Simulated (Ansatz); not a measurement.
```xyz
2

B     0.0380   -0.0870   -0.8641
F     0.0221    0.0758    0.5210
```

Basis set: 6-31G (spherical functions). Frozen core: 2 orbitals. Charge 0, multiplicity 1.

Computed with Ansatz (development build ahead of 0.2.0); each method stands on the lowest determinant of its kind that the runs found. Restricted open shells among the atoms or ions are ROHF, correlated in semicanonical orbitals with singles.

Question: Give the atomization energy at this shape (free ground-state atoms in the same class of orbitals less the molecule, no zero-point energy) of singlet BF by RHF-MP2, RHF.

Answer:

```
 method  atomization energy
RHF-MP2             6.65 eV
    RHF             4.79 eV
```

This basis has no polarisation functions and is too small for such energies, which can lie far from measured ones in either direction.
